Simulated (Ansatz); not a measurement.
Relaxation of CH4OSe (7 atoms, charge 0, multiplicity 1), to a largest force component of 0.015 eV/Å in at most 40 steps.

Theory: Ansatz 0.2.0, RKS PBE/def2-TZVP.

```xyz
7
Properties=species:S:1:pos:R:3
O -1.155 0.419 -0.785
C -0.162 0.310 0.120
Se 1.148 -0.908 -0.604
H -1.609 -0.394 -0.820
H -0.543 -0.080 1.072
H 0.315 1.317 0.295
H 2.068 -0.733 0.676
```

Where does it end, and by what steps?

The run converged. The force dipped under the threshold on the way, but the program's further checks kept it going. After 16 steps the energy has fallen by 0.404 eV; H7 moved furthest, 1.06 Å.

| step | energy less start (eV) | largest force component (eV/Å) | accepted |
| --- | --- | --- | --- |
| 0 | 0.0000 | 2.402 | yes |
| 1 | -0.2661 | 1.183 | yes |
| 2 | -0.3107 | 0.214 | yes |
| 3 | -0.3178 | 0.076 | yes |
| 4 | -0.3276 | 0.309 | yes |
| 5 | -0.3492 | 0.334 | yes |
| 6 | -0.3563 | 0.307 | yes |
| 7 | -0.3818 | 0.383 | yes |
| 8 | -0.3690 | 0.679 | no |
| 9 | -0.3913 | 0.105 | yes |
| 10 | -0.3965 | 0.118 | yes |
| 11 | -0.3902 | 0.493 | no |
| 12 | -0.4011 | 0.071 | yes |
| 13 | -0.4030 | 0.110 | yes |
| 14 | -0.4030 | 0.083 | no |
| 15 | -0.4041 | 0.015 | yes |
| 16 | -0.4042 | 0.011 | yes |

```xyz
7
Properties=species:S:1:pos:R:3
O -1.233 0.240 -0.693
C -0.126 0.505 0.127
Se 1.588 -0.350 -0.454
H -1.385 -0.721 -0.701
H -0.272 0.209 1.177
H 0.062 1.583 0.073
H 1.427 -1.533 0.425
```

Whether the end is a true minimum wasn't checked by a vibrational analysis.

Time of the run: 34 s on 2 threads of Intel(R) Xeon(R) Platinum 8259CL CPU @ 2.50GHz (Skylake/Cascade Lake) (shared host), peak memory 0.24 GiB.
